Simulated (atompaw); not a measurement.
What one change does to a pseudopotential (germanium (Ge), PAW (atompaw))

- Element: germanium (Ge)
- Generator: atompaw 4.2.0.5
- Type: PAW
- Functional: PBE
- Relativity: scalar-relativistic
- Frozen core: [Ar] 3d10
- Valence charge: 4
- Reference configuration: 4s2 4p2
- Partial waves: 4s (bound); 4s channel at 0.45 Ry; 4p (bound); 4p channel at 1.6 Ry
- Local potential: bessel scheme, radius 1.50 bohr
- Core correction: smooth core density matched at 1.15 bohr
- Augmentation charge: besselshape compensation charge, radius 1.60 bohr; PAW radius 2.00 bohr; waves and projectors: bloechl

Change: waves 4s (bound): rc 2.00 bohr; 4s channel at 0.45 Ry: rc 1.30 bohr; 4p (bound): rc 2.00 bohr; 4p channel at 1.6 Ry: rc 2.00 bohr; augmentation besselshape compensation charge, radius 1.60 bohr; PAW radius 2.00 bohr; waves and projectors: custom polynom vanderbiltortho.

Cutoffs: the cutoffs (Ry, on a coarse ladder) from which the occupation-weighted sum of valence levels, in a spherical-Bessel basis at the reference potential, stays within 10 and 1 mRy of its value at 400 Ry; they do not see the model core or the augmentation charge, which bear on the density cutoff.

**Question.** What does the change do?

**Answer.** The potential gets softer (8 Ry and 18 Ry → 8 Ry and 15 Ry); a bound ghost appears in s, which as a rule spoils a file.

| quantity | base | changed |
| --- | --- | --- |
| cutoff, loose | 8 Ry | 8 Ry |
| cutoff, tight | 18 Ry | 15 Ry |
| bound ghosts | none | s |
| s: phases at 2.00 bohr within 0.05 rad from the reference energy up to (Ry; the scan ends near 5) | to the end of the scan | to the end of the scan |
| p: phases at 2.00 bohr within 0.05 rad from the reference energy up to (Ry; the scan ends near 5) | to the end of the scan | to the end of the scan |
| lowest overlap eigenvalue by channel | s 0.01, p 0.02 | s 0.02, p 0.46 |

 A true bound ghost makes a file unfit for plane-wave use even where its test errors are small: the radial tests pick states by their node count and pass the ghost by. The cutoffs see the waves, projectors and local potential, not the compensation charge or the core.
